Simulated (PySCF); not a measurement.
# Identify the compound

Molecular formula: C6H10O2Si. Simulated spectra:

1H NMR (600 MHz, computed): δ 4.77 (m, 1H), 4.35 (m, 1H), 4.28 (m, 1H), 3.92 (m, 1H), 3.77 (m, 1H), 2.39 (m, 1H), 2.01 (m, 1H), 1.85 (m, 1H), 1.74 (m, 1H), 1.49 (m, 1H).

13C{1H} NMR (computed): δ 250.6 (C), 83.3 (CH), 68.7 (CH2), 28.9 (CH2), 23.4 (CH), 23.1 (CH2).

All values are calculated (PySCF 2.14.0 with density-fitted response routines): shieldings: GIAO PBE0/pcSseg-1, geometry from GFN2-xTB. A single conformation, no relativistic terms, isolated molecule.

Scale: TMS for 1H (σ = 31.72 ppm) and 13C (σ = 186.93 ppm) (reference shieldings calculated alike).

Q: What is the structure?

A: 
1. The formula gives 3 degrees of unsaturation (2 rings in the answer).
2. 6 carbon signals for 6 carbons: no two carbons are equivalent.
3. Carbon types of the structure: 1 × C, 2 × CH, 3 × CH2, leaving 2 H on heteroatoms.
4. δC 250.6: carbonyl carbon.
5. δC 83.3: sp3 CH bonded to O, α to a carbonyl; deshielded by the electronegative neighbour.
6. δC 68.7: sp3 CH2 bonded to O; the inductive effect lowers its shielding.
7. δC 28.9, 23.1: sp3 CH2 in a ring; a saturated carbon with 2 carbon neighbours and no heteroatom attached.
8. δH 4.35, 4.28: hydrogen on an sp3 CH2 bonded to O; its carbon carries O, an electronegative neighbour.
9. δH 3.77: hydrogen on an sp3 CH bonded to O, α to a carbonyl; its carbon carries O, which withdraws density.
10. δH 2.39, 2.01, 1.85, 1.74: hydrogen on an sp3 CH2 in a ring.

Structure: SMILES O=C1[SiH2][C@@H]2CC[C@H]1OC2.

This is the structure that produced the data.

Shifts are as computed. Against solution values, carbons near 30 ppm lie about +3 ppm off and those near 130 ppm about +5 ppm. Of 1309 compounds with measured shifts, 239 miss one by over three times the rms of a fit or turn the order of signals round; such compounds aren't used in these exercises. No couplings were computed; multiplicities are counted from neighbouring protons, with m where these are inequivalent, close in shift, in a saturated or five-membered ring or joined by F or P, and br s for small geminal =CH2 splittings.
